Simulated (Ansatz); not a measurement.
Frontier orbitals of C7H14 (`CC1CCCCC1`).

Total charge 0; spin multiplicity 1. Geometry: relaxed with PBE0-D4/def2-TZVP. It is a higher conformer; a search finds a lower one. Basis def2-TZVPP, Ansatz 0.2.0.

A caution on the coupled-cluster cation, which keeps the state that its UHF reference found: large T1 diagnostic of the cation.

Orbital energies of one run (eV). Highest occupied ones, from the top: -10.90, -10.90, -11.32, -12.10, -12.22, -12.77, -12.90, -13.39, -14.13, -14.19, -14.96, -15.56, -15.62, -16.78. Empty: 3.12, 3.70, 4.04, 4.28, 4.86, 4.87.

(1) Which functional gave them?
A. PBE0
B. BHLYP
C. LC-ωPBE
D. PBE

## Answers

(1) C. HOMO energies: LC-ωPBE -10.90, PBE0 -8.19, BHLYP -9.47, PBE -6.88 eV.

LC-ωPBE has ω = 0.4 bohr⁻¹.
